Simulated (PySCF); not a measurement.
Al(AsH2)(OH)2 (AlAsH4O2), SMILES [Al]([OH])([OH])[AsH2]. Geometry: PBE-D3(BJ)/def2-SVP. The structure was generated by enumeration; whether it is a known compound was not checked. One conformer was computed; it need not be the lowest.

Computed equilibrium geometry at PBE-D3(BJ)/def2-SVP (PySCF confirms it by a frequency run) as bond lengths and angles, and its point group (one conformer of several):
point group Cs.
Atoms: Al1 As2 H3 H4 O5 H6 O7 H8. Bond lengths (Å): Al1–As2 2.424, Al1–O5 1.719, Al1–O7 1.719, As2–H3 1.541, As2–H4 1.541, O5–H6 0.969, O7–H8 0.969. Bond angles (°): As2–Al1–O5 117.5, As2–Al1–O7 117.5, O5–Al1–O7 124.9, Al1–As2–H3 89.2, Al1–As2–H4 89.2, H3–As2–H4 91.8, Al1–O5–H6 125.9, Al1–O7–H8 125.9.
